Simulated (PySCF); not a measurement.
**Ag (silver, neutral) across methods**

[Kr] 4d9 5s1 5p1, one real determinant (an excited configuration). All numbers are calculated (PySCF 2.14, scalar relativity through the core potential, in def2-TZVPPD with the def2 core potential (28 electrons) (6s4p3d2f1g, 56 functions)).

```tsv
method	E (hartree)	mean ε 4d β (eV)	mean ε 5s α (eV)	mean ε 5p α (eV)	Σ⟨r²⟩ (bohr²)	⟨S²⟩
BLYP	-146.6672	-11.619	-7.035	-2.351	56.39	3.750
UHF	-145.90416	-18.894	-10.089	-5.134	56.89	3.753
r2SCANh	-146.7405	-12.700	-7.798	-3.025	55.36	3.752
LDA	-146.4247	-11.848	-7.460	-2.624	56.04	3.751
revPBE	-146.7621	-11.629	-7.122	-2.553	56.07	3.751
r2SCAN	-146.7537	-11.916	-7.466	-2.762	55.36	3.752
PBE0	-146.7005	-13.691	-8.066	-3.292	55.89	3.751
PBE	-146.7095	-11.688	-7.196	-2.573	56.13	3.751
MN15	-146.3930	-14.617	-8.721	-3.509	55.90	3.751
```

⟨L²⟩ = 8.01 against 12 for a pure F term, so this real determinant mixes terms. Energies and moments cover only the electrons outside the core potential.
